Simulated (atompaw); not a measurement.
tin (Sn): from the effect back to the setting (PAW (atompaw))

Base potential:

atompaw 4.2.0.5 input, output lines left out:

```
Sn 50
LDA-PW scalarrelativistic loggrid 1500 logderivrange -4 5 226
5 5 4 0 0 0
5 1 2
0 0 0
c
c
c
c
v
c
c
c
v
c
v
2
2.35 1.85 1.65 1.80
y
1.8
n
y
1.2
n
y
2.1
n
custom rrkj vanderbiltortho sinc
bessel
2.35
2.35
2.10
2.35
1.35
2.35
```

Cutoffs, loose and tight: the cutoffs (Ry, on a coarse ladder) from which the occupation-weighted sum of valence levels, in a spherical-Bessel basis at the reference potential, stays within 10 and 1 mRy of its value at 400 Ry. They see the waves, projectors and local potential, not the compensation charge or the core.

Only the scale of all radii (base = 1) is moved (2 further runs of the sweep failed or gave no value and are left out):

```
scale of all radii (base = 1)  cutoff, loose  cutoff, tight  bound ghosts
                         0.83         100 Ry         200 Ry          none
                         0.87         100 Ry         180 Ry          none
                            1          80 Ry         140 Ry          none
                         1.04          80 Ry         120 Ry             p
                         1.18          55 Ry          90 Ry          none
                         1.22          50 Ry          80 Ry          none
                         1.29          45 Ry          70 Ry          none
```

Problem. One more run gave cutoff, loose: 90 Ry; cutoff, tight: 160 Ry; bound ghosts: none. Which value of the scale of all radii (base = 1) was used?

Solution. 0.94. The tight cutoff moves one way along this sweep, from 200 Ry at 0.83 to 70 Ry at 1.29, which places the run between 0.87 and 1.
